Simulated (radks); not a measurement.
Results of a calculation; reference values are marked as such.
The titanium ion Ti0.5+, 21.5 electrons, occupied as [Ar] 4s2 4p1.5 (fractional occupations, a model configuration).

Level of theory: Dirac Kohn-Sham, BLYP, spin-unpolarised, spherical densities, point nucleus; open shells are shared between the two j in proportion to 2j + 1 (a radial shooting solver on a logarithmic mesh with Libxc functionals).

Energy parts (hartree):
total: -853.23985
kinetic: 861.67940
electron-nucleus: -2017.10370
Hartree: 343.78609
exchange-correlation: -41.60164

Orbitals (lengths in bohr, moments of r in powers of bohr; r(90%) holds 90 % of the orbital's charge):
orbital  occ.  eigenvalue (hartree)  r(90%)  small-component weight
1s1/2       2             -179.6231   0.124                6.21e-03
2s1/2       2             -20.45676   0.505                1.08e-03
2p1/2       2             -17.19325   0.475                1.06e-03
2p3/2       4             -16.98125   0.478                1.05e-03
3s1/2       2              -2.91164    1.46                2.35e-04
3p1/2       2              -2.03781    1.59                2.07e-04
3p3/2       4              -2.01134    1.60                2.04e-04
4s1/2       2              -0.39423    4.21                3.86e-05
4p1/2     0.5              -0.22776    5.20                2.71e-05
4p3/2       1              -0.22530    5.24                2.68e-05

The highest occupied level is 4p3/2 at -6.131 eV. The density falls to 0.001 e/bohr^3 at r = 4.90 bohr. Summed over all electrons, <r^2> = 50.26 bohr^2, which gives a Langevin (diamagnetic) susceptibility term of -39.8 x 10^-6 cm^3/mol.
